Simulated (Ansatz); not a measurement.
Al₁₅N₁₅H₃₆, a nanocrystal cut from wurtzite AlN (hydrogen-capped). Charge 0, multiplicity 1. Geometry PBE-D4/def2-SVP; atoms count from 1.

Cartesian coordinates in Å:
```
N -2.992 -1.696 -2.330
Al -1.315 -1.768 -3.398
Al -0.169 -3.528 -1.093
N 0.084 -1.881 -2.074
Al 1.748 -2.025 -3.040
N 3.125 -2.210 -1.615
Al -3.118 -0.193 -1.108
N -2.708 1.306 -2.302
Al -1.910 -1.895 1.034
N -0.345 -2.964 0.823
N -1.605 -0.296 0.050
Al 0.067 -0.424 -0.880
Al -1.193 2.409 -1.760
N 0.320 1.236 -1.852
Al 1.284 -2.164 1.407
N 1.479 -0.556 0.410
Al 3.213 -0.725 -0.369
Al 1.944 2.145 -1.393
N 3.340 0.798 -1.595
N -2.004 -1.367 2.929
Al -1.640 1.227 1.232
N -1.309 2.795 0.126
Al -0.456 -0.389 3.626
N 1.027 -1.623 3.283
N -0.198 1.084 2.479
Al 1.494 0.963 1.598
Al 0.241 3.800 0.673
N 1.688 2.544 0.477
Al -0.222 2.569 3.752
N 0.048 4.160 2.573
H -3.796 -1.716 -2.977
H -3.048 -2.597 -1.820
H -1.391 -3.014 -4.403
H -1.299 -0.279 -4.094
H -1.593 -4.203 -1.468
H 1.171 -4.436 -1.146
H 1.846 -3.286 -4.025
H 2.138 -0.568 -3.692
H 2.913 -3.098 -1.123
H 4.041 -2.375 -2.061
H -4.560 0.037 -0.459
H -2.408 0.898 -3.215
H -3.539 1.882 -2.505
H -3.288 -2.624 0.641
H -0.477 -3.879 1.289
H -1.144 3.719 -2.675
H 0.412 0.944 -2.845
H 2.576 -3.117 1.325
H 4.486 -0.724 0.598
H 2.323 3.428 -2.270
H 3.194 0.427 -2.561
H 4.279 1.224 -1.592
H -2.248 -2.175 3.524
H -2.820 -0.733 3.018
H -3.079 1.345 1.951
H -2.123 3.423 0.250
H -0.615 -0.108 5.192
H 0.992 -2.448 3.902
H 1.894 -1.130 3.569
H 2.729 0.856 2.629
H 0.449 5.180 -0.111
H 2.544 3.031 0.796
H -1.698 2.760 4.367
H 1.087 2.527 4.690
H -0.736 4.814 2.726
H 0.872 4.680 2.914
```

Single mean-field runs in def2-SVP are fitted with def2-universal-jkfit.

(1) Estimate the Mulliken populations of the heavy atoms from the PBE0/def2-SVP orbitals of Ansatz.

(2) And the Mayer bond orders between heavy atoms (over 0.3, the first 40 of 42)?

## Answers

(1) 
| atom | charge (e) |
| --- | --- |
| N1 | -0.53 |
| Al2 | 0.42 |
| Al3 | 0.43 |
| N4 | -1.01 |
| Al5 | 0.42 |
| N6 | -0.53 |
| Al7 | 0.73 |
| N8 | -0.55 |
| Al9 | 0.69 |
| N10 | -0.79 |
| N11 | -1.05 |
| Al12 | 1.01 |
| Al13 | 0.73 |
| N14 | -0.81 |
| Al15 | 0.69 |
| N16 | -1.05 |
| Al17 | 0.73 |
| Al18 | 0.73 |
| N19 | -0.55 |
| N20 | -0.55 |
| Al21 | 0.62 |
| N22 | -0.82 |
| Al23 | 0.77 |
| N24 | -0.55 |
| N25 | -1.05 |
| Al26 | 0.62 |
| Al27 | 0.72 |
| N28 | -0.82 |
| Al29 | 0.41 |
| N30 | -0.53 |
Mulliken values depend strongly on the basis.

(2) N1–Al2 0.58 (1.99 Å); N1–Al7 0.67 (1.94 Å); Al2–N4 0.66 (1.93 Å); Al3–N4 0.69 (1.93 Å); Al3–N10 0.57 (2.00 Å); N4–Al5 0.66 (1.93 Å); N4–Al12 0.76 (1.88 Å); Al5–N6 0.58 (1.99 Å); N6–Al17 0.67 (1.94 Å); Al7–N8 0.64 (1.96 Å); Al7–N11 0.68 (1.91 Å); N8–Al13 0.62 (1.95 Å); Al9–N10 0.71 (1.91 Å); Al9–N11 0.72 (1.90 Å); Al9–N20 0.60 (1.97 Å); N10–Al15 0.71 (1.91 Å); N11–Al12 0.69 (1.92 Å); N11–Al21 0.64 (1.93 Å); Al12–N14 0.68 (1.94 Å); Al12–N16 0.69 (1.92 Å); Al13–N14 0.68 (1.92 Å); Al13–N22 0.66 (1.93 Å); N14–Al18 0.68 (1.92 Å); Al15–N16 0.72 (1.90 Å); Al15–N24 0.60 (1.97 Å); N16–Al17 0.68 (1.91 Å); N16–Al26 0.64 (1.93 Å); Al17–N19 0.64 (1.96 Å); Al18–N19 0.62 (1.95 Å); Al18–N28 0.66 (1.93 Å); N20–Al23 0.61 (1.96 Å); Al21–N22 0.67 (1.95 Å); Al21–N25 0.69 (1.91 Å); N22–Al27 0.67 (1.93 Å); Al23–N24 0.61 (1.96 Å); Al23–N25 0.77 (1.88 Å); N25–Al26 0.69 (1.91 Å); N25–Al29 0.59 (1.96 Å); Al26–N28 0.67 (1.95 Å); Al27–N28 0.67 (1.93 Å).
